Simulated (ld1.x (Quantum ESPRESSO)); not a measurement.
chromium: excitation energies, all-electron against TM semilocal

chromium (Cr), norm-conserving Troullier–Martins (semilocal form), made with ld1.x (Quantum ESPRESSO) 7.5 (Wu–Cohen, scalar-relativistic). Core [Ar], reference 3d5 4s1 4p0. Waves: 4s (bound): rc 2.35 bohr; 3d (bound): rc 1.35 bohr; 4p (bound, empty): rc 2.85 bohr. Local part: the p channel. Core correction: Bessel-smoothed model core, default radius (core density twice the valence density).

Energies are relative to the spin-unpolarised reference configuration 3d5 4s1 4p0; without spin polarisation the order of configurations can differ from experiment.

Give the all-electron excitation energy and the error of the potential for: 3d5 4s0 4p0; 3d4 4s0 4p0; 3d3 4s0 4p0; 3d4 4s1 4p1; 3d5 4s0.5 4p0; 3d5.5 4s0.5 4p0; 3d2 4s0 4p0.

```csv
valence configuration,charge,ΔE all-electron (eV),error AE − PS (meV)
3d5 4s0 4p0,+1,6.841,-25
3d4 4s0 4p0,+2,22.857,-77
3d3 4s0 4p0,+3,53.592,-805
3d4 4s1 4p1,0,3.563,-127
3d5 4s0.5 4p0,+0.5,2.699,-5.1
3d5.5 4s0.5 4p0,0,0.721,-16
3d2 4s0 4p0,+4,101.965,-2926
```
